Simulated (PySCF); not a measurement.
# VF4: what the settings change

The complex VF4 (charge 0) contains V(IV), shell d1. The structure is a PBE0-D3(BJ)/def2-TZVP geometry optimised for multiplicity 2; coordination tetrahedral, point group D2d, metal–donor distances 1.71 Å.

```
5

V     0.000    0.000    0.000
F     0.911    1.027    1.027
F     0.911   -1.027   -1.027
F    -0.911   -1.027    1.027
F    -0.911    1.027   -1.027
```

Method (PySCF 2.14, density fitting): CASSCF(1,5) with orbitals averaged over all microstates of the shell, strongly contracted NEVPT2 on the averaged canonical orbitals; basis x2c-TZVPall on the metal, x2c-SVPall elsewhere; spin-free X2C; gas phase; spin-orbit coupling by state interaction with the mean-field operator over all roots.

Base run: NEVPT2 ground state 2A1 (from 2E), next 2B1 (from 2E) at 1821, then 2E (from 2T2) at 12160 cm⁻¹, 10Dq(NEVPT2) 12790, ζ 181 cm⁻¹, g 1.922 1.922 2.001, μeff(300 K) 1.73 μB.

Task: What happens with the basis x2c-TZVPall on all atoms?

Result: NEVPT2 ground state 2A1 (from 2E), next 2B1 (from 2E) at 1862, then 2E (from 2T2) at 11865 cm⁻¹, 10Dq(NEVPT2) 12462, ζ 181 cm⁻¹, g 1.921 1.921 2.001, μeff(300 K) 1.73 μB. It took 8.3 s against 3.7 s on a shared host of the same kind.

No frequencies were computed for the optimised geometry. Charge-transfer states lie outside this active space and may come lower than some of these levels. NEVPT2 on the d shell alone tends to put d–d bands too high for such charged or covalently bound ions.
